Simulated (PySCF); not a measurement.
C9H6N4, SMILES C1=CC2=NC=NC3=NC=CC(=C1)N23.

Coordinates come from a PBE0-D3(BJ)/def2-SVP optimisation.

These are M06-2X/def2-SVP run with PySCF values and carry that method's errors.

The molecule is in vacuum.

Computed frontier levels, gap, dipole moment and polarisability:
```yaml
highest_occupied_level: -6.55 eV
lowest_empty_level: -1.56 eV
orbital_gap: 4.99 eV
dipole_moment: 4.77 D
quadrupole, principal values (traceless, Buckingham form, about the centre of nuclear charge): -4.71, -3.71, 8.42 D·Å
mean_static_polarisability: 121.8 bohr³ (18.05 Å³)
polarisability_principal_values: 48.5, 156.8, 160.0 bohr³
```
